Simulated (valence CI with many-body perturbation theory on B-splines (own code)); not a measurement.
# Se XX: electric-dipole lines

Level of theory: relativistic CI+MBPT: five valence electrons over a frozen Dirac-Fock core [Ne], radial functions for each j: 9 s, 9 p, 8 d, 6 f, 3 g, 1 h, with the one-electron correlation potential Σ1, the two-electron term Σ2, the three-electron term Σ3, Breit, model QED; selected CI, second order for the rest (own B-spline code, finite nucleus).

No measured levels were compared; by estimate levels of excited configurations hold to 0.05 to 0.15 % of their energy, terms of the ground configuration to about 0.5 %. Among the levels kept, up to 450 cm⁻¹ of a level comes from second order outside the variational space, and about a tenth of that is noise between levels of different J, which matters for small intervals.

Lines 1 to 50 of 173 in falling wavelength, among levels below 134.81 eV, chosen from the strongest by gf and those to the six lowest levels. Wavelengths and rates use the calculated energies, so an error of 300 cm⁻¹ moves a line at 55.50 nm by 0.17 % and its rate by three times that or more. Electric multipoles are in the length gauge, E1 and E2 with the static RPA response of the core. Weak lines are less certain than strong ones. Lines between different terms over intervals too small for the method are left out, as are lines whose strength nearly cancels. The highest levels of a list are the least certain.

Names give the largest LS component (configuration and term), which can be under half, so a name can repeat, a term be missing and a line seem to break the LS rules; names also repeat where a configuration has a term twice. Letters in brackets count levels of one name in rising energy.

```tsv
λ vac (nm)	Upper	Lower	A (s⁻¹)	log gf	Branch %
55.50	3p⁵ ²P°_3/2	3s²3p²3d ²D_5/2 [a]	8.14e+06	-2.82	0.0
50.52	3p⁵ ²P°_3/2	3s²3p²3d ²P_1/2 [a]	1.63e+07	-2.60	0.1
46.60	3s3p³3d ⁶D°_5/2	3s²3p²3d ⁴P_3/2	1.16e+07	-2.65	2.6
44.42	3p⁵ ²P°_3/2	3s²3p²3d ⁴P_1/2	9.75e+06	-2.94	0.1
43.85	3s3p³3d ⁶D°_7/2	3s²3p²3d ⁴P_5/2	2.38e+07	-2.26	9.6
39.40	3p⁵ ²P°_3/2	3s3p⁴ ²P_3/2	2.45e+08	-1.64	1.4
35.34	3s3p⁴ ⁴P_5/2	3s²3p³ ²P°_3/2	6.74e+06	-3.12	0.2
33.96	3s3p³3d ⁶D°_3/2	3s²3p²3d ⁴D_5/2	1.63e+07	-2.95	2.8
33.78	3s3p³3d ⁶D°_5/2	3s²3p²3d ⁴D_5/2	1.41e+07	-2.84	3.1
32.34	3s3p³3d ⁶D°_7/2	3s²3p²3d ⁴F_9/2	8.88e+06	-2.95	3.6
32.14	3s3p³3d ⁶D°_1/2	3s²3p²3d ⁴D_3/2	3.89e+07	-2.92	8.8
32.03	3s3p³3d ⁶D°_3/2	3s²3p²3d ⁴D_3/2	3.07e+07	-2.72	5.3
31.71	3s3p³3d ⁶D°_9/2	3s²3p²3d ⁴F_9/2	1.01e+08	-1.82	51.2
31.43	3s3p³3d ⁶D°_5/2	3s²3p²3d ²F_7/2 [a]	1.43e+07	-2.89	3.2
31.19	3s3p³3d ⁶D°_7/2	3s²3p²3d ²F_7/2 [a]	1.27e+07	-2.83	5.1
31.02	3s3p⁴ ⁴P_3/2	3s²3p³ ²P°_3/2	9.69e+07	-2.25	1.9
30.87	3p⁵ ²P°_3/2	3s²3p²3d ⁴D_1/2 [b]	6.22e+07	-2.45	0.4
30.61	3s3p³3d ⁶D°_9/2	3s²3p²3d ²F_7/2 [a]	2.73e+07	-2.42	13.8
30.32	3p⁵ ²P°_3/2	3s²3p²3d ⁴D_3/2	9.84e+07	-2.27	0.6
30.30	3s3p³3d ⁶D°_1/2	3s²3p²3d ⁴D_1/2 [a]	4.34e+07	-2.92	9.8
30.01	3s3p⁴ ⁴P_1/2	3s²3p³ ²P°_3/2	3.73e+07	-3.00	0.7
29.98	3s3p³3d ⁶D°_7/2	3s²3p²3d ⁴F_7/2	9.16e+07	-2.01	36.9
29.91	3s3p³3d ⁶D°_3/2	3s²3p²3d ²F_5/2	2.11e+07	-2.95	3.6
29.78	3s3p³3d ⁶D°_5/2	3s²3p²3d ²F_5/2	3.12e+07	-2.60	7.0
29.44	3s3p³3d ⁶D°_9/2	3s²3p²3d ⁴F_7/2	6.44e+07	-2.08	32.5
27.84	3s3p³3d ⁶D°_5/2	3s²3p²3d ⁴F_5/2	4.48e+07	-2.51	10.0
27.66	3s3p³3d ⁶D°_7/2	3s²3p²3d ⁴F_5/2	4.35e+07	-2.40	17.5
27.26	3s3p⁴ ⁴P_3/2	3s²3p³ ²P°_1/2	3.54e+06	-3.80	0.1
27.03	3s3p⁴ ⁴P_5/2	3s²3p³ ²D°_5/2	2.37e+08	-1.81	6.2
26.81	3s3p³3d ⁶D°_3/2	3s²3p²3d ⁴F_3/2	4.14e+07	-2.75	7.1
26.70	3s3p³3d ⁶D°_5/2	3s²3p²3d ⁴F_3/2	1.85e+07	-2.93	4.1
26.47	3s3p⁴ ⁴P_1/2	3s²3p³ ²P°_1/2	2.67e+08	-2.25	4.7
25.61	3p⁵ ²P°_3/2	3s²3p²3d ⁴F_3/2	4.35e+08	-1.77	2.5
25.50	3s3p³3d ⁶D°_3/2	3s²3p²3d ²P_3/2 [a]	3.15e+07	-2.91	5.4
25.44	3s3p⁴ ⁴P_5/2	3s²3p³ ²D°_3/2	4.47e+08	-1.58	11.8
25.36	3s3p⁴ ²D_3/2	3s²3p³ ²P°_3/2	6.40e+07	-2.61	0.7
24.88	3p⁵ ²P°_3/2	3s3p⁴ ²S_1/2	1.27e+09	-1.33	7.2
24.43	3s3p⁴ ⁴P_3/2	3s²3p³ ²D°_5/2	1.37e+08	-2.31	2.7
24.41	3p⁵ ²P°_3/2	3s²3p²3d ²P_3/2 [a]	3.14e+09	-0.95	17.7
24.33	3s3p⁴ ²D_5/2	3s²3p³ ²P°_3/2	1.24e+09	-1.18	17.2
23.12	3s3p⁴ ⁴P_3/2	3s²3p³ ²D°_3/2	4.49e+04	-5.84	0.0
22.79	3s3p⁴ ²D_3/2	3s²3p³ ²P°_1/2	3.36e+08	-1.98	3.6
22.55	3s3p⁴ ⁴P_1/2	3s²3p³ ²D°_3/2	1.41e+08	-2.67	2.5
22.28	3s3p³3d ⁶D°_3/2	3s3p⁴ ²D_5/2	4.79e+07	-2.85	8.2
21.82	3s3p⁴ ⁴P_5/2	3s²3p³ ⁴S°_3/2	3.11e+09	-0.88	81.8
21.44	3p⁵ ²P°_3/2	3s3p⁴ ²D_5/2	7.62e+09	-0.68	43.1
21.39	3s²3p²3d ²P_3/2 [a]	3s²3p³ ²P°_3/2	8.63e+08	-1.63	6.6
21.03	3s3p⁴ ²S_1/2	3s²3p³ ²P°_3/2	8.41e+07	-2.95	0.4
20.78	3s3p⁴ ²D_3/2	3s²3p³ ²D°_5/2	1.93e+08	-2.30	2.1
20.70	3p⁵ ²P°_3/2	3s3p⁴ ²D_3/2	3.30e+09	-1.07	18.6
```

Task: How does gf follow from A for the line at 27.66 nm?

Result: gf = 1.4992 × (2J+1)_upper × A / σ², with σ = 361541 cm⁻¹ and 2J+1 = 8: gf = 0.00399.
